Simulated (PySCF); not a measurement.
Geometry:
```tsv
atom	x (Å)	y (Å)	z (Å)
Al1	0.013	-0.008	0.000
O2	-0.015	0.128	1.772
H3	-0.789	0.638	2.024
O4	1.729	-0.076	-0.460
H5	2.245	0.341	0.234
O6	-0.930	1.370	-0.610
H7	-1.354	1.107	-1.430
O8	-0.730	-1.462	-0.702
H9	-0.037	-2.108	-0.854
```

Total charge -1.

Geometry: PBE0-D3(BJ)/def2-SVP; GIAO absolute shieldings from PySCF 2.14, gas phase, non-relativistic, averaged over equivalent atoms.

At B3LYP/pcSseg-1 (pcSseg-2 on Al) (131 basis functions, 5.9 s wall time on 1 thread of an Arm Neoverse V2, shared host):
```json
{"atoms": "Al1", "σ (ppm)": "466.2"}
{"atoms": "O2/O4/O6/O8", "σ (ppm)": "321.2"}
{"atoms": "H3/H5/H7/H9", "σ (ppm)": "32.64"}
```

**Question.** Predict the values at PBE0/pcSseg-1 (pcSseg-2 on Al) on the same geometry.

**Answer.** 
```csv
atoms,σ at PBE0/pcSseg-1 (pcSseg-2 on Al),change
Al1,472.3,+6.1
O2/O4/O6/O8,322.6,+1.4
H3/H5/H7/H9,32.51,-0.13
```

The largest change is at Al1 (aluminium bonded to 4 O). Cost: 131 basis functions, 9.2 s wall time on 1 thread of an Arm Neoverse V2, shared host.
